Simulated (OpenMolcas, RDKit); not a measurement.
How methods differ on SnSe (SMILES [Se][Sn])

SnSe: 2 atoms, total charge 0, spin state singlet. As SMILES, `[Se][Sn]`. The coordinates come from a PBE0-D4/def2-TZVP relaxation.

```xyz
2

Se    0.0000    0.0000    0.0065
Sn    0.0000    0.0000    2.3318
```

Each level gives the HOMO–LUMO gap (eV). The values are calculated.

```json
{"level": "extended Hückel", "kind": "semi-empirical", "program": "RDKit", "value (eV)": "4.65"}
{"level": "HF/def2-TZVP (core potential)", "kind": "Hartree–Fock", "program": "OpenMolcas", "value (eV)": "9.05"}
{"level": "SVWN5/def2-TZVP (core potential)", "kind": "LDA", "program": "OpenMolcas", "value (eV)": "2.93"}
{"level": "PBE/def2-TZVP (core potential)", "kind": "GGA", "program": "OpenMolcas", "value (eV)": "2.96"}
{"level": "r2SCAN/def2-TZVP (core potential)", "kind": "meta-GGA", "program": "OpenMolcas", "value (eV)": "3.27"}
{"level": "B3LYP/def2-TZVP (core potential)", "kind": "global hybrid", "program": "OpenMolcas", "value (eV)": "4.12"}
{"level": "B2PLYP/def2-TZVP (core potential)", "kind": "double hybrid", "program": "OpenMolcas", "value (eV)": "6.15"}
```

The values span 2.93 to 9.05 eV. Orbital gaps aren't excitation energies, and those of double hybrids come from the SCF part alone; they tend to grow with the share of exact exchange.
